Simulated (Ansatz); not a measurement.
The cluster TeSe₂, relaxed as a singlet with RKS B3LYP-D4/def2-TZVP in Ansatz, starting from the GFN1-xTB geometry. Force threshold 0.02 eV/Å.

In the def2 sets Te takes a core potential; there is no spin–orbit coupling. The structure comes from a short search, and lower isomers may exist.

Start:

```csv
atom,x (Å),y (Å),z (Å)
Se1,-1.0523,0.0448,-0.9138
Se2,0.6886,-1.2103,0.0736
Te3,0.3637,1.1655,0.8402
```

| step | energy (eV) | largest force component (eV/Å) | SCF passes |
| --- | --- | --- | --- |
| 1 | -137997.9098 | 0.774 | 19 |
| 2 | -137997.9197 | 0.600 | 23 |
| 3 | -137997.9355 | 0.090 | 23 |
| 4 | -137997.9357 | 0.022 | 23 |
| 5 | -137997.9358 | 0.000 | 24 |

Force components are those of the run's own axes.

End:

```xyz
3

Se   -1.066    0.041   -0.928
Se    0.696   -1.229    0.071
Te    0.371    1.189    0.857
```

By distances, no bond broke or formed. The bond that changes most is Se1–Te3, from 2.52 to 2.56 Å (atoms count from 1).

No frequencies were taken in this run, so the end may be a saddle point.

Run time 9 s (4 threads of Arm Neoverse V1 on a shared host).
